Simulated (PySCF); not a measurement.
Species: InMe2Cl, C₂H₆ClIn.
Structure used (PBE0-D3(BJ)/def2-SVP), in Å, numbered top down from 1:
```xyz
10
C2H6ClIn angstrom
In    -0.195   -0.364    0.048
C      1.910   -0.770   -0.056
H      2.395   -0.423    0.868
H      2.372   -0.256   -0.910
H      2.054   -1.855   -0.152
C     -1.569    1.282   -0.040
H     -1.477    1.812   -0.999
H     -1.364    1.992    0.775
H     -2.587    0.885    0.067
Cl    -1.414   -2.380    0.403
```

The calculation used PySCF 2.14.0, PBE0-D3(BJ)/def2-SVP geometry optimisation, gas phase, def2 core potentials past Kr.

Question: Which atoms are bound to In1, and at what distances?

Answer: 3 atoms: C6 2.146 Å, C2 2.146 Å, Cl10 2.383 Å. The nearest atom not counted as bound is H9, at 2.70 Å (others tie with it).

Question: List the angles at In1.

Answer: 
| angle | degrees | distance of the outer atoms (Å) |
| --- | --- | --- |
| C2–In1–C6 | 140.5 | 4.04 |
| C2–In1–Cl10 | 110.4 | 3.72 |
| C6–In1–Cl10 | 109.1 | 3.69 |

Question: What is the shape at In1?

Answer: Planar: angles 140.5°, 110.4° and 109.1°, sum 360.0°, 0.01 Å off the plane of its three neighbours.

Question: What are the other bond lengths?

Answer: C2–H3 and 5 like bonds 1.099 Å.

Question: What are the rotational constants (commonest isotopes, rigid rotor)?

Answer: A = 3733, B = 2512, C = 1531 MHz: an asymmetric top.

Charge 0, singlet. Whether it is a minimum is left open (no frequencies).

On one thread of an Intel Xeon Platinum 8375C at 2.90 GHz, no GPU, shared host with 96 logical CPUs at a one-minute load of 19, this took 60 s wall and 0.40 GiB of memory at its peak. This is the geometry optimisation.
